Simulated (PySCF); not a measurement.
## Correlation energy of Os (osmium, neutral)

[Xe] 4f14 5d6 6s2, high-spin 5D determinant. Calculation: PySCF 2.14, in def2-TZVPPD with the def2 core potential (60 electrons); a scalar-relativistic core potential. Frozen: 5s2 5p6; 8 electrons correlated.

```csv
level,correlation energy (mhartree)
CCSD,-179.35
(T),-7.31
CCSD(T),-186.66
```

Diagnostics: T1 = 0.019, D1 = 0.0707, largest double amplitude 0.047.

Spin-orbit coupling, absent here, splits the open shell strongly.

Cost of the coupled-cluster step: about 13 core-seconds, for 8 correlated electrons.

Iterations:

```
CC2 = 0
CCSD nocc = (np.int64(6), np.int64(2)), nmo = (55, 55)
frozen orbitals [[0, 1, 2, 3], [0, 1, 2, 3]]
max_cycle = 100
direct = 0
conv_tol = 1e-08
conv_tol_normt = 1e-06
diis_space = 8
diis_start_cycle = 0
Init t2, MP2 energy = -0.174331108456919
Init E_corr(UCCSD) = -0.174331108458446
cycle = 1  E_corr(UCCSD) = -0.175071244948809  dE = -0.00074013649  norm(t1,t2) = 0.0589925
cycle = 2  E_corr(UCCSD) = -0.177858163388169  dE = -0.00278691844  norm(t1,t2) = 0.021028
cycle = 3  E_corr(UCCSD) = -0.179265673359095  dE = -0.00140750997  norm(t1,t2) = 0.0104562
cycle = 4  E_corr(UCCSD) = -0.179338754204231  dE = -7.30808451e-05  norm(t1,t2) = 0.00186986
cycle = 5  E_corr(UCCSD) = -0.179333779972137  dE = 4.97423209e-06  norm(t1,t2) = 0.00110541
cycle = 6  E_corr(UCCSD) = -0.179348629148872  dE = -1.48491767e-05  norm(t1,t2) = 0.000382046
cycle = 7  E_corr(UCCSD) = -0.179348546317015  dE = 8.28318565e-08  norm(t1,t2) = 0.00021862
cycle = 8  E_corr(UCCSD) = -0.179347311329247  dE = 1.23498777e-06  norm(t1,t2) = 0.000188009
cycle = 9  E_corr(UCCSD) = -0.179347212371383  dE = 9.89578641e-08  norm(t1,t2) = 0.000156366
cycle = 10  E_corr(UCCSD) = -0.179347247676087  dE = -3.53047039e-08  norm(t1,t2) = 9.13715e-05
cycle = 11  E_corr(UCCSD) = -0.179346821103903  dE = 4.26572184e-07  norm(t1,t2) = 4.01378e-05
cycle = 12  E_corr(UCCSD) = -0.179347272786884  dE = -4.5168298e-07  norm(t1,t2) = 1.30001e-05
cycle = 13  E_corr(UCCSD) = -0.17934751046221  dE = -2.37675326e-07  norm(t1,t2) = 3.09301e-06
cycle = 14  E_corr(UCCSD) = -0.179347519443187  dE = -8.98097738e-09  norm(t1,t2) = 1.02514e-06
cycle = 15  E_corr(UCCSD) = -0.179347500399753  dE = 1.90434347e-08  norm(t1,t2) = 4.41145e-07
cycle = 16  E_corr(UCCSD) = -0.179347490273762  dE = 1.01259905e-08  norm(t1,t2) = 1.84307e-07
cycle = 17  E_corr(UCCSD) = -0.179347489158822  dE = 1.11493983e-09  norm(t1,t2) = 9.09072e-08
UCCSD converged
E(UCCSD) = -90.01790219210271  E_corr = -0.1793474891588223
UCCSD(T) correction = -0.00731376633354099
```
